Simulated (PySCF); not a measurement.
# What settings do to a single point of Lu(SH)3

The sound run of Lu(SH)3 (singlet in the valence; each metal's 4f electrons, 14 of them, lie in its core potential, out of spins and levels) uses PySCF 2.14.0, RKS BP86, Lu lcecp-1-SVP with ECP60, S def2-SVP, H def2-SVP; non-relativistic Hamiltonian with scalar-relativistic core potentials where named; density fitting; no spin-orbit coupling, grid (50, 194), threshold 1e-8 Eh and 55 cycles, at the relaxed geometry:

```xyz
7

Lu    0.0000    0.0000    0.9042
S     2.4966   -0.4310    0.9191
H     2.7866    0.9057    0.9094
S    -0.8751    2.3776    0.9191
H    -2.1777    1.9604    0.9094
S    -1.6215   -1.9466    0.9191
H    -0.6089   -2.8661    0.9094
```

There Lu1 has a Mulliken charge of 0.61 e and the dipole about the centre of mass is 0.10 D. Each run below changes one thing and starts from free metal ions and neutral atoms unless it says otherwise; with 55 cycles, smearing, a level shift and second-order steps follow where DIIS fails, and their cycles count. Energy shifts count from the sound run. On f atoms grids over 110 angular points are at least (60, 302).

```json
{"change": "H5 put 1.1 Å from Lu1, limit 79 cycles", "outcome": "converged", "cycles": "12", "energy shift (eV)": "10.67", "largest force component (eV/Å)": "25.66", "charge on Lu1 (e)": "0.37", "dipole about the centre of mass (D)": "1.37"}
{"change": "all coordinates × 0.94", "outcome": "converged", "cycles": "9", "energy shift (eV)": "0.72", "largest force component (eV/Å)": "3.11", "charge on Lu1 (e)": "0.45", "dipole about the centre of mass (D)": "0.09"}
{"change": "grid (30, 86)", "outcome": "converged", "cycles": "10", "energy shift (eV)": "0.0293", "largest force component (eV/Å)": "0.23", "charge on Lu1 (e)": "0.61", "dipole about the centre of mass (D)": "0.10"}
{"change": "threshold 0.001", "outcome": "converged", "cycles": "6", "energy shift (eV)": "0.0001", "largest force component (eV/Å)": "0.01", "charge on Lu1 (e)": "0.62", "dipole about the centre of mass (D)": "0.10"}
```

Task: How does the run with this change end: start from a density of up to 30 smeared cycles (not counted)?

Result: outcome converged, cycles 7, energy shift (eV) 0.0000, largest force component (eV/Å) 0.01, charge on Lu1 (e) 0.61, dipole about the centre of mass (D) 0.10.

Unsound on purpose, so not properties of the compound: H5 put 1.1 Å from Lu1, limit 79 cycles.

Forces carry noise of the integration grid, about 0.01 to 0.03 eV/Å.

An lcecp potential fixes the number of 4f electrons, so in runs with it no electron can move into or out of that shell.
